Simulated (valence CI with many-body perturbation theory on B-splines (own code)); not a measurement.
E1 transitions of Er⁶²⁺

Computed by configuration interaction combined with many-body perturbation theory (CI+MBPT): four valence electrons over a frozen Dirac-Fock core [He], a basis of 11 s, 11 p, 9 d, 7 f, 5 g, 2 h, 1 i functions for each j, with the one-electron correlation potential Σ1 (screened to all orders), the two-electron term Σ2, the three-electron term Σ3, Breit, model QED; selected single and double excitations, second order for the rest (own B-spline code, finite nucleus).

No measured spectrum was set against this ion. As an estimate, large intervals hold to a few tenths of a per cent, small ones and those within an open d or f shell to about a per cent. Among the levels kept, up to 270 cm⁻¹ of a level comes from second order outside the variational space, and about a tenth of that is noise between levels of different J, which matters for small intervals.

Lines 101 to 150 of 247 in falling wavelength, among levels below 10297 eV, chosen from the strongest by gf and those to the six lowest levels. Wavelengths and rates use the calculated energies. Electric multipoles are in the length gauge, E1 and E2 with the static RPA response of the core. Weak lines are less certain than strong ones. Lines between different terms over intervals too small for the method are left out, as are lines whose strength nearly cancels. The highest levels of a list are the least certain.

Levels are named by their leading jj configuration (3d3/2^4 stands for four electrons in 3d with j = 3/2), which in mixed levels can hold well under half, so a name can repeat and another be missing. Letters in brackets count levels of one name in rising energy.

```
λ vac (Å)                           Upper                       Lower   A (s⁻¹)  log gf  Branch %
    1.640             (2s 2p1/2^2 3s) J=1      (2s 2p1/2^2 2p3/2) J=2  1.27e+14   -0.82      85.5
    1.638             (2s^2 2p1/2 3s) J=1      (2s^2 2p1/2 2p3/2) J=2  1.23e+14   -0.83      66.4
    1.637     (2s 2p1/2 2p3/2 3s) J=2 [b]      (2s 2p1/2 2p3/2^2) J=3  1.06e+14   -0.67      53.0
    1.636     (2s 2p1/2 2p3/2 3s) J=1 [a]  (2s 2p1/2 2p3/2^2) J=2 [a]  1.15e+14   -0.86      56.3
    1.635             (2s^2 2p1/2 3s) J=0      (2s^2 2p1/2 2p3/2) J=1  1.50e+14   -1.22     100.0
    1.635             (2s^2 2p3/2 3s) J=2          (2s^2 2p3/2^2) J=2  7.77e+13   -0.81      65.1
    1.634             (2s^2 2p1/2 3s) J=1      (2s^2 2p1/2 2p3/2) J=1  2.41e+13   -1.54      13.0
    1.633             (2s^2 2p3/2 3s) J=1          (2s^2 2p3/2^2) J=2  1.28e+14   -0.81      56.2
    1.565          (2s 2p1/2^2 3d3/2) J=1      (2s 2p1/2^2 2p3/2) J=1  1.32e+14   -0.84      80.6
    1.564          (2s 2p1/2^2 3d3/2) J=2      (2s 2p1/2^2 2p3/2) J=1  3.08e+12   -2.25       1.5
    1.550  (2s 2p1/2 2p3/2 3d3/2) J=1 [c]      (2s 2p1/2 2p3/2^2) J=0  2.14e+14   -0.64      38.1
    1.549          (2s 2p1/2^2 3d3/2) J=1      (2s 2p1/2^2 2p3/2) J=2  3.11e+13   -1.47      19.0
    1.549  (2s 2p1/2 2p3/2 3d5/2) J=3 [b]  (2s 2p1/2 2p3/2^2) J=2 [b]  8.82e+13   -0.65       8.4
    1.549  (2s 2p1/2 2p3/2 3d3/2) J=3 [b]      (2s 2p1/2 2p3/2^2) J=3  5.41e+13   -0.87       5.0
    1.548          (2s^2 2p1/2 3d3/2) J=2      (2s^2 2p1/2 2p3/2) J=2  1.69e+14   -0.52      90.0
    1.548          (2s 2p1/2^2 3d3/2) J=2      (2s 2p1/2^2 2p3/2) J=2  2.00e+14   -0.44      96.7
    1.548  (2s 2p1/2 2p3/2 3d3/2) J=1 [e]  (2s 2p1/2 2p3/2^2) J=1 [a]  1.65e+14   -0.75      10.9
    1.548  (2s 2p1/2 2p3/2 3d5/2) J=2 [b]  (2s 2p1/2 2p3/2^2) J=1 [b]  2.81e+14   -0.30      28.1
    1.547  (2s 2p1/2 2p3/2 3d3/2) J=2 [b]      (2s 2p1/2 2p3/2^2) J=3  1.30e+14   -0.63      11.6
    1.547  (2s 2p1/2 2p3/2 3d5/2) J=2 [b]  (2s 2p1/2 2p3/2^2) J=2 [b]  4.66e+14   -0.08      46.6
    1.545          (2s^2 2p1/2 3d3/2) J=2      (2s^2 2p1/2 2p3/2) J=1  1.82e+13   -1.49       9.7
    1.545          (2s 2p1/2^2 3d5/2) J=2      (2s 2p1/2^2 2p3/2) J=1  9.35e+14    0.22      92.2
    1.544  (2s 2p1/2 2p3/2 3d3/2) J=1 [e]      (2s 2p1/2 2p3/2^2) J=0  4.89e+14   -0.28      32.4
    1.544          (2s^2 2p1/2 3d3/2) J=1      (2s^2 2p1/2 2p3/2) J=2  2.89e+13   -1.51       2.0
    1.543          (2s^2 2p3/2 3d3/2) J=2          (2s^2 2p3/2^2) J=2  8.30e+13   -0.83       8.0
    1.542          (2s^2 2p3/2 3d3/2) J=3          (2s^2 2p3/2^2) J=2  1.08e+13   -1.57       1.1
    1.541          (2s^2 2p3/2 3d3/2) J=1          (2s^2 2p3/2^2) J=2  2.06e+14   -0.66      16.4
    1.540          (2s^2 2p1/2 3d3/2) J=1      (2s^2 2p1/2 2p3/2) J=1  1.63e+14   -0.76      11.1
    1.534  (2s 2p1/2 2p3/2 3p3/2) J=1 [a]          (2s^2 2p3/2^2) J=0  2.21e+14   -0.63      49.8
    1.534          (2s^2 2p3/2 3d5/2) J=1          (2s^2 2p3/2^2) J=0  8.89e+14   -0.03      88.5
    1.533  (2s 2p1/2 2p3/2 3d5/2) J=2 [a]  (2s 2p1/2 2p3/2^2) J=2 [a]  4.58e+14   -0.09      84.2
    1.533  (2s 2p1/2 2p3/2 3d5/2) J=3 [b]      (2s 2p1/2 2p3/2^2) J=3  8.17e+14    0.30      77.4
    1.533          (2s 2p1/2^2 3d5/2) J=3      (2s 2p1/2^2 2p3/2) J=2  1.05e+15    0.41     100.0
    1.532  (2s 2p1/2 2p3/2 3d5/2) J=4 [b]      (2s 2p1/2 2p3/2^2) J=3  1.37e+15    0.64      99.7
    1.531          (2s^2 2p1/2 3d5/2) J=2      (2s^2 2p1/2 2p3/2) J=2  1.13e+14   -0.70      10.4
    1.531  (2s 2p1/2 2p3/2 3d5/2) J=3 [a]  (2s 2p1/2 2p3/2^2) J=2 [a]  1.40e+15    0.54      93.3
    1.531  (2s 2p1/2 2p3/2 3d5/2) J=2 [b]      (2s 2p1/2 2p3/2^2) J=3  1.09e+14   -0.72      10.9
    1.531          (2s^2 2p1/2 3d5/2) J=3      (2s^2 2p1/2 2p3/2) J=2  1.05e+15    0.41     100.0
    1.531  (2s 2p1/2 2p3/2 3d3/2) J=2 [c]  (2s 2p1/2 2p3/2^2) J=2 [a]  2.15e+14   -0.42      54.6
    1.530          (2s 2p1/2^2 3d5/2) J=2      (2s 2p1/2^2 2p3/2) J=2  7.19e+13   -0.90       7.1
    1.528          (2s^2 2p3/2 3d5/2) J=2          (2s^2 2p3/2^2) J=2  8.09e+14    0.15      99.5
    1.528          (2p1/2^2 2p3/2 3s) J=2          (2s^2 2p3/2^2) J=2  1.85e+12   -2.49       1.5
    1.528          (2s^2 2p1/2 3d5/2) J=2      (2s^2 2p1/2 2p3/2) J=1  9.73e+14    0.23      89.5
    1.527  (2s 2p1/2 2p3/2 3p3/2) J=3 [a]          (2s^2 2p3/2^2) J=2  2.79e+14   -0.17      87.8
    1.526  (2s 2p1/2 2p3/2 3d3/2) J=2 [d]  (2s 2p1/2 2p3/2^2) J=2 [a]  8.93e+13   -0.81       6.6
    1.525          (2s^2 2p3/2 3d5/2) J=3          (2s^2 2p3/2^2) J=2  1.52e+15    0.57      99.7
    1.525  (2s 2p1/2 2p3/2 3d5/2) J=3 [b]  (2s 2p1/2 2p3/2^2) J=2 [a]  1.44e+14   -0.46      13.6
    1.524  (2s 2p1/2 2p3/2 3p3/2) J=1 [a]          (2s^2 2p3/2^2) J=2  2.08e+13   -1.66       4.7
    1.523          (2s^2 2p3/2 3d5/2) J=1          (2s^2 2p3/2^2) J=2  7.30e+13   -1.12       7.3
    1.522  (2s 2p1/2 2p3/2 3p3/2) J=2 [a]          (2s^2 2p3/2^2) J=2  1.26e+13   -1.66       5.2
```

**Question.** How does gf follow from A for the line at 1.636 Å?

**Answer.** gf = 1.4992 × (2J+1)_upper × A / σ², with σ = 61133377 cm⁻¹ and 2J+1 = 3: gf = 0.138.
